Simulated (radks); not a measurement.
These are the eigenvalues of the occupied orbitals of an atom or ion with whole-number occupations (hartree). Calculated with a radial shooting solver on a logarithmic mesh with Libxc functionals: scalar-relativistic Kohn-Sham, LDA (Slater exchange, VWN5 correlation), spin-polarised, spherical densities, finite nucleus; Fermi nuclear charge, rms radius of each element as measured or else 0.836 A^(1/3) + 0.57 fm.

| orbital | eigenvalue |
|---|---|
| 1s up | -1263.481 |
| 1s down | -1263.477 |
| 2s up | -198.1581 |
| 2s down | -198.1557 |
| 2p up | -178.0966 |
| 2p down | -178.0931 |
| 3s up | -41.90227 |
| 3s down | -41.89844 |
| 3p up | -35.42038 |
| 3p down | -35.41620 |
| 3d up | -25.77674 |
| 3d down | -25.77281 |
| 4s up | -8.96753 |
| 4s down | -8.95921 |
| 4p up | -6.90893 |
| 4p down | -6.89961 |
| 4d up | -3.90349 |
| 4d down | -3.88942 |
| 5s up | -2.31203 |
| 5s down | -2.24747 |
| 5p up | -1.79850 |

Which element is it, and in what charge state? The configuration may be excited. Open shells, if any, are filled with parallel spins first.

Answer. Z = 54, xenon, charge +4: Xe4+ in [Kr] 4d10 5s2 5p2. The list shows which subshells hold electrons but not how many an open one holds; the 1s level, -1263.5 hartree, gives Z - s = 50.3 by -(Z - s)^2/2, which with screening and relativity narrows Z to a few neighbours, and the depths of the outer levels then fix element, charge and occupations together.
